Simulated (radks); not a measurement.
Values are calculated unless marked as measured or tabulated.
Charge is removed step by step from the 3d up level of neutral titanium, starting from [Ar] 3d(up 2, down 0) 4s2. Code: a radial shooting solver on a logarithmic mesh with Libxc functionals. Model: scalar-relativistic Kohn-Sham, PBE, spin-polarised, spherical densities, finite nucleus; Fermi nuclear charge, rms radius 3.5921 fm.

| removed (e) | E - E(0) (eV) | eigenvalue (eV) | E minus straight line (eV) |
|---|---|---|---|
| 0 | 0.000 | -4.819 | 0.000 |
| 0.1 | 0.531 | -5.798 | -0.495 |
| 0.2 | 1.161 | -6.819 | -0.891 |
| 0.3 | 1.896 | -7.879 | -1.182 |
| 0.4 | 2.739 | -8.977 | -1.365 |
| 0.5 | 3.693 | -10.112 | -1.437 |
| 0.6 | 4.762 | -11.282 | -1.393 |
| 0.7 | 5.951 | -12.485 | -1.231 |
| 0.8 | 7.261 | -13.721 | -0.947 |
| 0.9 | 8.696 | -14.988 | -0.538 |
| 1 | 10.260 | -16.285 | 0.000 |

Removing the whole electron costs 10.260 eV by Delta-SCF, against 4.819 eV from minus the eigenvalue at the starting occupation. Slater's transition state (half an electron removed) gives 10.112 eV. Integrating minus the eigenvalue over the occupation (Janak's theorem) gives 10.258 eV. In this scalar-relativistic scheme the density is built from large components alone, so the theorem holds only approximately. The mean slope of the eigenvalue, de/dn, is 11.5 eV per electron.
